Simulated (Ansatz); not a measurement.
C$_{3}$H$_{2}$ClF$_{3}$ (`F/C(Cl)=C\C(F)F`), relaxed with RKS PBE0-D4/def2-TZVP in the Gaussian-basis code of Ansatz from a PBE-D4/def2-SVP geometry. The force threshold is 0.005 eV/Å; the program also tests the step.

Charge 0, multiplicity 1.

Start:

```xyz
9

F     0.432    1.817   -0.835
C    -0.339    1.296    0.121
Cl   -1.280    2.491    0.932
C    -0.361   -0.019    0.402
C     0.479   -1.012   -0.333
F     1.301   -1.668    0.550
F    -0.324   -1.961   -0.913
H    -1.015   -0.393    1.200
H     1.108   -0.551   -1.124
```

```
step  energy (eV)  largest force (eV/Å)  largest move (Å)
   1  -23805.7602                 0.665             0.000
   2  -23805.8051                 0.312             0.022
   3  -23805.8100                 0.083             0.011
   4  -23805.8100                 0.039             0.003
   5  -23805.8101                 0.013             0.002
   6  -23805.8101                 0.002             0.001
```

End:

```xyz
9

F     0.424    1.800   -0.824
C    -0.339    1.280    0.124
Cl   -1.267    2.462    0.921
C    -0.358   -0.012    0.399
C     0.476   -0.999   -0.331
F     1.287   -1.654    0.542
F    -0.320   -1.941   -0.904
H    -1.002   -0.381    1.186
H     1.099   -0.556   -1.111
```

Run time 31 s (4 threads of a server CPU on a shared host); peak host memory 0.66 GiB.
